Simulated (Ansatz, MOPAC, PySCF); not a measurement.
Noncovalent pair: NH3 (SMILES N) (first 4 atoms) with CHN (SMILES C#N); geometry from B3LYP-D3(BJ)/def2-TZVP, rigid monomers moved along the line of their centres of mass till N1···H7 is 2.90 Å.
(charge 0, multiplicity 1):
| atom | x (Å) | y (Å) | z (Å) |
|---|---|---|---|
| N | -0.3143 | 0.0262 | 0.0127 |
| H | -1.1880 | 0.4366 | -0.2992 |
| H | 0.4363 | 0.5891 | -0.3731 |
| H | -0.2471 | -0.8937 | -0.4094 |
| C | -0.1146 | -0.1550 | 3.9909 |
| N | -0.0586 | -0.2059 | 5.1361 |
| H | -0.1681 | -0.1067 | 2.9070 |

Interaction energies are E(AB) − E(A) − E(B) at the monomers' geometry in the complex; basis-set methods are counterpoise corrected. Rows marked so take none.

Correlated levels freeze the cores. CBS: X⁻³ extrapolation of the correlation energy, Hartree–Fock from the larger set. Rows in 3-21G, 6-31G* carry no dispersion term and start afresh at each structure (6-31G* with six Cartesian d functions). MP2/6-31G* freezes PySCF's default core. The state that PM6, PM7 reach isn't checked; PM7 holds dispersion and hydrogen-bond terms.

Programs: Ansatz (Gaussian orbitals); MOPAC for PM6, PM7 (differences of heats of formation); PySCF for 3-21G rows, 6-31G* rows, the dispersion terms. 

Other levels give for the interaction energy: PBE/def2-TZVPPD -4.06; B3LYP/def2-TZVPPD -3.83; B3LYP-D3(BJ)/def2-TZVPPD -4.23; wB97M-V/def2-TZVPPD -4.20; MP2/CBS(aug-cc-pVDZ, aug-cc-pVTZ) + ΔCCSD(T)/aug-cc-pVDZ -4.07 kcal/mol.

Problem. What do these common cheap choices give for the same quantity: PM6, PM7, HF/3-21G (no counterpoise), HF/6-31G*, BP86/6-31G* (no counterpoise), B3LYP/6-31G* (no counterpoise), MP2/6-31G*, MP2/6-31G* (no counterpoise)?

Solution. PM6 -2.74; PM7 -3.37; HF/3-21G (no counterpoise) -6.98; HF/6-31G* -4.78; BP86/6-31G* (no counterpoise) -5.17; B3LYP/6-31G* (no counterpoise) -5.45; MP2/6-31G* -4.73; MP2/6-31G* (no counterpoise) -5.66 kcal/mol. They span -6.98 to -2.74 kcal/mol.

Ansatz is an electronic-structure program.
